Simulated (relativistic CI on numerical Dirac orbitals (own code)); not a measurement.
# The spin-orbit constant of Ru2+ from its measured fine structure

Problem. The ground term 5D of Ru2+ (4d6) has the measured levels J = 0: 2476.0, J = 1: 2266.3, J = 2: 1826.3, J = 3: 1158.8, J = 4: 0.0 cm⁻¹ (Moore, Atomic Energy Levels, vol. III, NSRDS-NBS 35 (1971 reprint of NBS Circular 467, 1958)). Test the interval rule and estimate ζ(4d).

Working.
1. In LS coupling E(J) − E(J − 1) = AJ. The intervals give A = -209.7 (J = 1), -220.0 (J = 2), -222.5 (J = 3), -289.7 (J = 4) cm⁻¹.
2. These values spread by 32 % of their mean, from second-order spin-orbit mixing with other terms and from spin-spin terms.
3. The whole width divided by the sum of the upper J values gives a mean A = -247.6 cm⁻¹.
4. For the Hund term of a shell that is more than half full, A = −ζ/2S with 2S = 4, so ζ = 990 cm⁻¹.

Check. The value calculated from Dirac-Coulomb-Breit radial functions of this configuration is ζ = 1012 cm⁻¹, 2 % above the estimate from measurement. The same recipe applied to the calculated levels returns 919 cm⁻¹, which shows the bias of the recipe itself. Where the interval rule fails, the estimate is only rough.
